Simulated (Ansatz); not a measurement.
`C[N](C)[AlH][F]` + `BC=C` → `B[C](=C)[AlH][F]` + `CNC` at 700 K and 1 bar (formal exchange of groups at the Al–N bond).

Computed with Ansatz on PBE0-D4/def2-TZVP structures; ΔE is electronic, products minus reactants. CBS: MP2 limit from def2 TZ/QZ plus the TZ coupled-cluster correction, frozen cores. One conformer a species, not always the lowest.

```json
{"species": "`C[N](C)[AlH][F]`", "CCSD(T)/CBS energy (Eh)": "-476.92428", "H − E (kJ/mol)": "322.1", "S (J/(mol·K))": "465.7"}
{"species": "`BC=C`", "CCSD(T)/CBS energy (Eh)": "-103.86193", "H − E (kJ/mol)": "214.7", "S (J/(mol·K))": "339.5"}
{"species": "`B[C](=C)[AlH][F]`", "CCSD(T)/CBS energy (Eh)": "-445.74843", "H − E (kJ/mol)": "241.1", "S (J/(mol·K))": "476.6"}
{"species": "`CNC`", "CCSD(T)/CBS energy (Eh)": "-135.00321", "H − E (kJ/mol)": "296.9", "S (J/(mol·K))": "352.4"}
```

H − E and S are ideal-gas, rigid-rotor, harmonic terms from PBE0-D4/def2-TZVP, for one conformer and one mirror image of each species. 1 Eh = 2625.50 kJ/mol, R = 8.31446 J/(mol·K).

Task: By hand: ΔE, ΔH, ΔS and ΔG.

Result: ΔE = (-445.74843) + (-135.00321) − (-476.92428) − (-103.86193) = 0.03457 Eh = 90.8 kJ/mol. Δ(H − E) = 241.1 + 296.9 − 322.1 − 214.7 = 1.2, so ΔH = 92.0 kJ/mol. ΔS = 476.6 + 352.4 − 465.7 − 339.5 = 23.8 J/(mol·K). ΔG = 92.0 − 700 × (23.8)/1000 = 75.3 kJ/mol.

Task: By hand: the equilibrium constant, and the temperature at which ΔG would vanish if ΔH and ΔS stayed fixed.

Result: log₁₀ K = −ΔG/(RT ln 10) = -5.6. ΔG = 0 at ΔH/ΔS = 3866 K, far beyond where these terms or the molecules hold.

ΔH outweighs TΔS. A doubt of 5 kJ/mol in ΔE shifts log₁₀ K by 0.4 here. Other conformers and mirror images would add mixing entropy, several J/(mol·K) or more a flexible species. Modes under 60 cm⁻¹, often nearly free rotors, make the harmonic entropy too high. These are equilibria of isolated gas molecules and say nothing of rates. Largest T1 diagnostic: 0.012 (customary marks: 0.02 for closed shells, 0.045 for open ones).
